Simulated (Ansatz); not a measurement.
`[AlH2][SiH](Cl)[AsH2]` + `C[SeH]` → `C[Se][AsH2]` + `[AlH2][SiH2]Cl` at 400 K and 1 bar (cleavage of the As–Si bond).

Program: Ansatz. Geometries: PBE0-D4/def2-TZVP. ΔE: electronic, gas phase. CCSD(T)/CBS is the MP2 limit (def2-TZVPP, def2-QZVPP) plus CCSD(T) − MP2 in def2-TZVPP, frozen cores. For As, Se outer-core shells are correlated without core-valence functions, which leaves a few kJ/mol of doubt a bond. Scalar relativity is left out up to krypton.

| species | CCSD(T)/CBS energy (Eh) | H − E (kJ/mol) | S (J/(mol·K)) |
| --- | --- | --- | --- |
| `[AlH2][SiH](Cl)[AsH2]` | -3228.91795 | 143.5 | 437.4 |
| `C[SeH]` | -2441.15625 | 135.4 | 284.5 |
| `C[Se][AsH2]` | -4676.77761 | 168.0 | 364.9 |
| `[AlH2][SiH2]Cl` | -993.29495 | 111.3 | 361.4 |

H − E and S are ideal-gas, rigid-rotor, harmonic terms from PBE0-D4/def2-TZVP, for one conformer and one mirror image of each species. 1 Eh = 2625.50 kJ/mol, R = 8.31446 J/(mol·K).

By hand: ΔE, ΔH, ΔS and ΔG.

ΔE = (-4676.77761) + (-993.29495) − (-3228.91795) − (-2441.15625) = 0.00164 Eh = 4.3 kJ/mol. Δ(H − E) = 168.0 + 111.3 − 143.5 − 135.4 = 0.4, so ΔH = 4.7 kJ/mol. ΔS = 364.9 + 361.4 − 437.4 − 284.5 = 4.4 J/(mol·K). ΔG = 4.7 − 400 × (4.4)/1000 = 2.9 kJ/mol.

By hand: the equilibrium constant, and the temperature at which ΔG would vanish if ΔH and ΔS stayed fixed.

log₁₀ K = −ΔG/(RT ln 10) = -0.4. ΔG = 0 at ΔH/ΔS = 1068 K, though so small a ΔH makes that figure unsure.

TΔS isn't small against ΔH here. The sign of ΔG lies within the doubt. A doubt of 5 kJ/mol in ΔE shifts log₁₀ K by 0.7 here. Other conformers and mirror images would add mixing entropy, several J/(mol·K) or more a flexible species. Modes under 60 cm⁻¹, often nearly free rotors, make the harmonic entropy too high. These are equilibria of isolated gas molecules and say nothing of rates. Largest T1 diagnostic: 0.011 (customary marks: 0.02 for closed shells, 0.045 for open ones).
